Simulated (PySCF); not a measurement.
Dipole response of N²⁺ (nitrogen, charge +2)

[He] 2s2 2p1, 2P determinant. All numbers are calculated (PySCF 2.14, the non-relativistic Hamiltonian (point nucleus), in def2-TZVPPD (6s3p3d1f, 37 functions)). Coupled (time-dependent) response in atomic units; α is the mean over directions.

```tsv
method	mean α (bohr³)	α xx, yy, zz	C₆ (like pair)	S(−4)
UHF	2.703	2.814, 2.482, 2.814	3.821	9.092
PBE	2.583	2.695, 2.358, 2.695	3.658	6.875
PBE0	2.595	2.711, 2.365, 2.711	3.675	7.058
B3LYP	2.586	2.705, 2.347, 2.705	3.644	6.990
wB97M-V	2.589	2.713, 2.340, 2.713	3.695	6.517
```

S(−4) is the Cauchy moment in α(ω) = α(0) + S(−4) ω² + …

α(iu) at B3LYP:

```tsv
u (hartree)	α(iu) (bohr³)
0	2.586
0.0500	2.569
0.100	2.519
0.200	2.344
0.300	2.115
0.500	1.656
0.750	1.221
1.00	0.9298
1.50	0.5895
2.00	0.4060
3.00	0.2244
5.00	0.09692
```

A single London oscillator, α(iu) = α/(1 + u²/ω²), gives C₆ = (3/4) ω α². Matching the computed C₆ needs ω = 4 × 3.644 / (3 × 2.586²) = 0.727 hartree.

For an ion, C₆ is the dispersion term alone; charge-induced terms of lower order in 1/R come first.

The components differ because the open shell of this determinant is not spherical; for a pure term their mean is the scalar polarisability.
